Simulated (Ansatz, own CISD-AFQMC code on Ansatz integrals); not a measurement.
C2H4S, SMILES `[CH2]S[CH2]` (lower singlet) (charge 0, multiplicity 1). This singlet lies 1.11 eV below the relaxed triplet at the level frozen-core CCSD(T)/cc-pVTZ // B3LYP-D3(BJ)/def2-TZVP (Ansatz).

Cartesian coordinates (Å):
```xyz
7

C      1.3594     0.1082    -0.1655
S      0.0891    -0.8799     0.0567
C     -1.3556    -0.1464     0.1777
H      1.2787     1.1823    -0.2322
H      2.3157    -0.3817    -0.2446
H     -2.1956    -0.8049     0.3243
H     -1.4917     0.9224     0.1186
```
Charge 0, multiplicity 1.

Frozen-core correlation energies in cc-pVDZ at a geometry from B3LYP-D3(BJ)/def2-TZVP, on an HF energy of -475.48071 Ha (<S^2> = 0.00, restricted and unstable towards unrestricted orbitals). Wave-function levels are from Ansatz, the walk from an own CISD-AFQMC code on Ansatz integrals (time step 0.005/Ha, trial state from CCSD amplitudes, largest double 0.17).

| level | correlation energy (mHa) |
|---|---|
| MP2 | -429.9 |
| CCSD | -461.4 |
| CCSD(T) | -481.3 |

Task: What correlation energy does phaseless AFQMC give, and where does it lie among these levels?

Result: -483.5 ± 0.4 mHa (one standard error). AFQMC minus each level: MP2 -53.7 mHa, CCSD -22.2 mHa, CCSD(T) -2.2 mHa.
